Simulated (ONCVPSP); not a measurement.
**Configuration tests for lanthanum (ONCV)**

lanthanum (La), optimised norm-conserving Vanderbilt (ONCV), made with ONCVPSP 4.0.1 (LDA (Perdew-Wang 92), fully relativistic). Core [Kr] 4d10, reference 5s2 5p6 5d1 6s2. Waves: 5s+6s: rc 3.00 bohr, ncon 4, nbas 8, qcut 4.9 1/bohr, 3 projectors, debl 0.6 Ha; 5p: rc 2.95 bohr, ncon 4, nbas 8, qcut 5.2 1/bohr, 3 projectors, debl 0.5 Ha; 5d: rc 2.55 bohr, ncon 4, nbas 7, qcut 3.3 1/bohr, 1 projector; f scattering state at 0.06 Ha: rc 2.40 bohr, ncon 4, nbas 6, qcut 4.9 1/bohr, 1 projector. Local part: polynomial inside 1.65 bohr (lpopt 5, dvloc0 3 Ha). Core correction: Teter function fitted to the true core (icmod 2), fcfact 0.65.

Open shells are filled in proportion to 2j + 1.

In the p channel the program set the typed energies aside and used -0.797, 0.250, 0.750 Ha (j = l + 1/2; the other j can differ). In the f channel the program set the typed energies aside and used -0.164 Ha (j = l + 1/2; the other j can differ).

Energies are relative to the spin-unpolarised reference configuration 5s2 5p6 5d1 6s2; without spin polarisation the order of configurations can differ from experiment.

Q: Give the all-electron excitation energy and the error of the potential for: 5s2 5p6 5d1 6s1; 5s2 5p6 5d1 6s0; 5s2 5p6 5d0 6s0; 5s2 5p6 5d0 6s2 6p1.

A:

```tsv
valence configuration	charge	ΔE all-electron (eV)	error AE − PS (meV)
5s2 5p6 5d1 6s1	+1	6.157	-0.9
5s2 5p6 5d1 6s0	+2	17.302	-5.9
5s2 5p6 5d0 6s0	+3	36.388	+9.3
5s2 5p6 5d0 6s2 6p1	0	2.366	-1.7
```

Levels in the configuration 5s2 5p6 5d1 6s0:

```
   level  all-electron (eV)  pseudo (eV)
5s j=1/2            -51.716      -51.784
5p j=3/2            -34.274      -34.287
5p j=1/2            -36.874      -36.893
5d j=5/2            -14.756      -14.747
5d j=3/2            -15.003      -14.993
```

These tests converged, but a pseudo level misses the all-electron one widely, so the file describes the atom poorly there or has found another state: 5s2 5p6 5d0 6s2 6p1: empty 5d by 4.9 eV.
